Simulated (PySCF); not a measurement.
# Removing an electron from `COC(=O)[SiH3]`

Compound: C₂H₆O₂Si.
Geometry (PBE0-D3(BJ)/def2-SVP, Å), atoms numbered from 1 in this order:
```
atom  x, y, z in Å
C1    -2.0222   -0.1037    0.2168
O2    -0.6831   -0.3925   -0.1640
C3     0.2722    0.2810    0.4911
O4     0.0404    1.0825    1.3584
Si5    2.0422   -0.1306   -0.1531
H6    -2.6631   -0.7286   -0.4153
H7    -2.2515    0.9607    0.0611
H8    -2.1851   -0.3402    1.2786
H9     2.9782   -0.0313    1.0003
H10    2.3884    0.8975   -1.1777
H11    2.0945   -1.4894   -0.7631
```

Level: PBE0/def2-SVPD (PySCF). Frontier orbitals with their largest atomic shares (Löwdin; up to four atoms above 4 %):

| orbital | ε (eV) | main atoms |
| --- | --- | --- |
| HOMO−3 | -9.98 | Si5 39 %, H10 26 %, H9 19 %, C3 5 % |
| HOMO−2 | -9.93 | Si5 32 %, H11 18 %, O2 15 %, H9 14 % |
| HOMO−1 | -9.09 | O2 45 %, O4 26 %, C1 11 %, C3 7 % |
| HOMO | -7.92 | ? |
| LUMO | -0.75 | C3 33 %, O4 25 %, Si5 17 %, O2 14 % |
| LUMO+1 | 0.40 | Si5 34 %, C3 14 %, C1 9 %, H10 8 % |
| LUMO+2 | 0.68 | Si5 51 %, H11 13 %, H9 12 %, H10 10 % |

What vertical ionisation energy does ΔSCF give, and how far is −ε(HOMO) from it?

ΔSCF: 10.05 eV (970 kJ/mol; threshold wavelength 123 nm); ⟨S²⟩ of the doublet left behind is 0.757, against 0.75 for a pure doublet. −ε(HOMO) is 7.92 eV, 2.13 eV below it. In exact Kohn–Sham theory the two would be equal; PBE0 (global hybrid, 25 % exact exchange) falls short of its own ΔSCF value by 21 %.

On which atoms does the HOMO lie?

O4 (carbonyl oxygen) 57 %, C3 (carbonyl carbon) 14 %, Si5 (SiH3 silicon) 12 %, O2 (oxygen singly bound to a carbonyl carbon) 9 %, so more than half of it is on one atom. The HOMO−1 lies 1.17 eV lower.

What kinetic energy would electrons from this vertical process carry with Lyman-α light (10.199 eV)?

10.20 − 10.05 = 0.15 eV.

How many of the 10 lowest singlet excitations (vertical TDDFT, same level) lie below the ionisation energy?

All 10; they run from 5.11 to 8.28 eV.

Isolated species at its PBE0-D3(BJ)/def2-SVP geometry (one conformer only).

These values come from a run that also computed excited states and ΔSCF ions. The run took 59 s (grids of density and orbitals included) on Arm Neoverse V2, one thread (shared host), and the process peaked at 0.70 GiB of memory.
